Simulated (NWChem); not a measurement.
Isomers of CH₄O₃Si, each optimised at PBE0/def2-SVP with NWChem, gas phase unless a solvent is named. Flexible species stand in one conformer each, which need not be the lowest.  Relative energies count from the lowest isomer at each level and are electronic, without zero-point energy, on those geometries.

A: O=CO[SiH2]O
B: O=C[SiH](O)O
C: O[SiH]1OCO1
D: O=C(O)[SiH2]O

### Question
Which isomer is lowest, and do the levels agree? Levels: PBE0/def2-SVP; PBE/def2-TZVP; B3LYP/def2-TZVP; CAM-B3LYP/def2-TZVP; M06-2X/def2-TZVP; PBE0/def2-TZVP; BLYP/def2-TZVP.

### Answer
All put C lowest.
```tsv
quantity	A	B	C	D
relative energy, PBE0/def2-SVP (kcal/mol)	0.9	18.0	0.0	24.3
relative energy, PBE/def2-TZVP (kcal/mol)	5.0	17.8	0.0	28.3
relative energy, B3LYP/def2-TZVP (kcal/mol)	4.1	16.7	0.0	30.5
relative energy, CAM-B3LYP/def2-TZVP (kcal/mol)	6.0	19.3	0.0	33.2
relative energy, M06-2X/def2-TZVP (kcal/mol)	8.9	22.1	0.0	37.5
relative energy, PBE0/def2-TZVP (kcal/mol)	7.9	20.9	0.0	32.8
relative energy, BLYP/def2-TZVP (kcal/mol)	1.3	13.5	0.0	26.4
```
